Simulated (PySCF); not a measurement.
Molecule: `InChI=1S/C5H4F2O3/c6-5(7)10-3-1-2-9-4(3)8/h1,5H,2H2`.

Bonds (- single, = double, # triple, : aromatic): O1=C2, C2-O3, O3-C4, C4-C5, C5=C6, C6-O7, O7-C8, C8-F9, C8-F10, C6-C2. C4 carries H11, H12; C5 carries H13; C8 carries H14.

Frames of a GFN2-xTB Langevin trajectory at 300 K; GIAO PBE0/pcSseg-1 shieldings in PySCF, gas phase, non-relativistic; equivalent atoms averaged within each frame.

Shifts are taken against calculated references (same method and geometry level): 17O (336.08 ppm) vs H2O; TMS for 13C (186.93 ppm) and 1H (31.72 ppm); 19F (170.95 ppm) against CFCl3. The references are static minima.

Problem. How do the shifts (ppm) fluctuate along the trajectory?

Solution. 
```csv
time (fs),O1,O3,O7,C2,C6,C5,C8,C4,F9/F10,H14
optimised geometry,410.7,213.8,164.4,171.1,150.6,133.0,120.4,70.3,-101.0,8.43
250,417.1,221.2,166.4,174.0,155.0,120.3,118.5,75.8,-104.0,7.00
425,398.4,215.5,169.8,164.2,167.1,143.6,121.3,80.7,-90.4,8.21
625,430.7,217.9,156.8,174.5,158.4,141.3,122.0,75.7,-89.6,9.01
800,404.0,198.5,178.3,168.6,154.0,133.5,118.4,70.3,-109.8,8.72
1000,418.8,224.6,192.6,173.5,151.8,130.6,128.6,71.3,-81.0,9.01
mean of frames,413.8,215.5,172.8,171.0,157.3,133.9,121.7,74.7,-95.0,8.39
standard deviation,12.8,10.1,13.5,4.5,6.0,9.3,4.2,4.2,11.7,0.84
```

5 frames give an uncertainty of the mean of about the standard deviation over 2.2 at best, since frames this close in time may not be independent; classical motion lacks zero-point vibration, and the reference would need the same averaging.
